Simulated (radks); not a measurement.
Values are calculated unless marked as measured or tabulated.
Fractional charge and spin in the 4s shell of gallium: the spin-up occupation runs from 0 to 1 and the spin-down occupation from 0 to 1; the fullest corner is Ga+, [Ar] 3d10 4s(up 1, down 1). Level of theory: non-relativistic Kohn-Sham, BLYP, spin-polarised, spherical densities, point nucleus (a radial shooting solver on a logarithmic mesh with Libxc functionals). Energy (eV) above the fullest corner. The planes named below are the two flat planes that join the four corners, with an edge along up + down = one added electron.

down \ up,0,0.25,0.5,0.75,1
0,51.900,43.126,34.989,27.480,20.592
0.25,43.126,35.066,27.626,20.798,14.578
0.5,34.989,27.626,20.872,14.716,9.151
0.75,27.480,20.798,14.716,9.217,4.295
1,20.592,14.578,9.151,4.295,0.000

Corners above the fullest one (they belong to Ga2+ and the next ion): (up 1, down 0) 20.592 eV, (up 0, down 1) 20.592 eV, (up 0, down 0) 51.900 eV. With half an added electron in each spin the energy lies 0.279 eV from the planes (fractional-spin error, the static-correlation error of a stretched bond), and with half an added electron in spin up alone -1.257 eV (fractional-charge error). For a frontier s shell over closed shells the exact functional lies on the planes.
